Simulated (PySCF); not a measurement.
# Working out the ionisation energy of Ca

Ca [Ar] 4s2 (1S) → Ca⁺ [Ar] 4s1 (2S). Computed with PySCF 2.14 in an uncontracted even-tempered set (22 s from 0.0056 bohr⁻², ratio 2.5; 16 p from 0.0073 bohr⁻², ratio 2.5; 6 d from 0.11 bohr⁻², ratio 2.7; 6 f from 0.16 bohr⁻², ratio 2.7), with no relativity, point nucleus. Frozen: [Ne]; the 29 highest virtual orbitals dropped. Energies in hartree (1 hartree = 27.21139 eV):

| part | Ca (lower) | Ca⁺ (upper) |
| --- | --- | --- |
| UHF | -676.754535 | -676.566490 |
| MP2 opposite-spin | -0.213601 | -0.187916 |
| MP2 same-spin | -0.071628 | -0.066848 |

Question: What does Hartree-Fock give?

Answer: (-676.566490) − (-676.754535) = 0.188045 hartree = 5.117 eV.

Question: What do MP2 and SCS-MP2 (6/5 opposite-spin, 1/3 same-spin) give?

Answer: The opposite-spin parts differ by 0.699 eV and the same-spin parts by 0.130 eV. MP2: 5.117 + (0.699) + (0.130) = 5.946 eV. SCS-MP2: 5.117 + 1.2 × (0.699) + (0.130)/3 = 5.999 eV.

Measured between the centres of the two terms (NIST): 6.113 eV, so MP2 (outer shells) is off by -0.167 eV.

The calculation is non-relativistic.

What remains against the reference includes basis incompleteness, the frozen core and correlation beyond second order.
